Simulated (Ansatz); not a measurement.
Ansatz (a quantum-chemistry and plane-wave program) input (PBE0/def2-QZVPP):
A basis named .json is the Basis Set Exchange file of that set.

Ansatz 0.2 input:
```yaml
crystal:
  periodic: [false, false, false]
  atoms:
    - {symbol: C, position_ang: [1.86876872, 0.04638959, -0.53613700]}
    - {symbol: C, position_ang: [0.61395584, -0.26613624, -0.00840916]}
    - {symbol: C, position_ang: [-0.64956127, 0.22916810, -0.25195757]}
    - {symbol: O, position_ang: [-1.73327986, -0.08215554, 0.64450391]}
    - {symbol: H, position_ang: [1.97774816, 0.77605198, -1.33489621]}
    - {symbol: H, position_ang: [2.70547359, -0.62525058, -0.37841544]}
    - {symbol: H, position_ang: [0.61342020, -1.06267994, 0.74415374]}
    - {symbol: H, position_ang: [-0.83846975, 1.10245060, -0.87304276]}
    - {symbol: H, position_ang: [-1.59091320, 0.41014369, 1.46519168]}
basis:
  gaussian:
    orbitals: def2-QZVPP.json
hamiltonian:
  xc: {name: PBE0}
total_charge: -1
```

End of the output:

```
integrals: 0.28 GiB planned
1009 factors; their error is unknown
mean field: 2.75 GiB planned
mean field evaluation 1: about -5227.9032 eV, gradient 4.9e1 eV
mean field evaluation 2: about -5198.5671 eV, gradient 9.0e1 eV
mean field evaluation 4: about -5233.6795 eV, gradient 1.1e1 eV
mean field evaluation 8: about -5233.9150 eV, gradient 1.5e-1 eV
mean field evaluation 16: about -5233.9179 eV, gradient 1.3e-4 eV
mean field -5233.91787262 eV, -192.3429341417 hartree, gradient 5.4e-5 eV, S^2 0.000000; 0 other end points of the search recorded, 0 dependent functions left out
reference -5233.91790722 eV, -192.3429354133 hartree; 16, 16 occupied and 362, 362 virtual orbitals, 1009 factors
Total energy: -5233.91790722 eV, -192.3429354133 hartree
```

It need not be the lowest isomer of its formula. Whether it binds its extra electron was not tested at this geometry.
